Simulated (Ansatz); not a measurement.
Pb4S3, relaxed as a singlet with RKS r2SCAN-D4/def2-SVP in Ansatz, starting from the GFN1-xTB geometry. Force threshold 0.02 eV/Å.

In the def2 sets Pb takes a core potential; there is no spin–orbit coupling. The restricted singlet is unstable towards broken spin symmetry in Hartree–Fock (as tested in another run); at r2SCAN-D4/def2-SVP this wasn't settled. Another isomer (singlet) lies 1.19 eV lower at PBE0-D4/def2-TZVP; other spin states weren't run for this one.

Start:

Cartesian coordinates in Å:
```
Pb -0.7757 0.0368 2.1896
Pb 0.4336 2.2568 0.3090
Pb -1.7965 -1.5934 -0.4195
Pb 2.0396 -0.0222 -1.3390
S 1.6487 0.0416 1.2112
S -1.8003 0.9659 -0.1106
S 0.2506 -1.6854 -1.8407
```

| step | energy (eV) | largest force component (eV/Å) | SCF passes |
| --- | --- | --- | --- |
| 1 | -53505.1621 | 0.784 | 21 |
| 2 | -53505.2853 | 0.648 | 28 |
| 3 | -53505.3837 | 0.114 | 22 |
| 4 | -53505.3889 | 0.054 | 22 |
| 5 | -53505.3903 | 0.055 | 21 |
| 6 | -53505.3921 | 0.023 | 21 |
| 7 | -53505.3923 | 0.008 | 23 |

Force components are those of the run's own axes.

End:

Cartesian coordinates in Å:
```
Pb -0.812 0.170 2.305
Pb 0.435 2.365 0.456
Pb -1.748 -1.636 -0.480
Pb 2.005 -0.083 -1.392
S 1.669 0.056 1.222
S -1.823 0.974 -0.097
S 0.275 -1.846 -2.013
```

By distances, no bond broke or formed. The bond that changes most is Pb2–S6, from 2.61 to 2.71 Å (atoms count from 1).

No frequencies were taken in this run, so the end may be a saddle point.

It took 32 s on 4 threads of Arm Neoverse V1 on a shared host.
